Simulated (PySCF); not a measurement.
Electron correlation in Hg⁺ (mercury, charge +1)

[Xe] 4f14 5d9 6s1 6p1, one real determinant (an excited configuration). Calculation: PySCF 2.14, in def2-TZVPPD with the def2 core potential (60 electrons); a scalar-relativistic core potential. Frozen: 5s2 5p6; 11 electrons correlated.

```json
{"level": "CCSD", "correlation energy (mhartree)": "-297.61"}
{"level": "(T)", "correlation energy (mhartree)": "-8.96"}
{"level": "CCSD(T)", "correlation energy (mhartree)": "-306.57"}
```

Diagnostics: T1 = 0.0078, D1 = 0.0308, largest double amplitude 0.045.

The real determinant used has ⟨L²⟩ near 8 against 12 for a pure F term, so it mixes terms. Spin-orbit coupling, absent here, splits the open shell strongly.

Cost of the coupled-cluster step: roughly 12 core-seconds, for 11 correlated electrons.

The reference is one real determinant that mixes LS terms of this configuration.
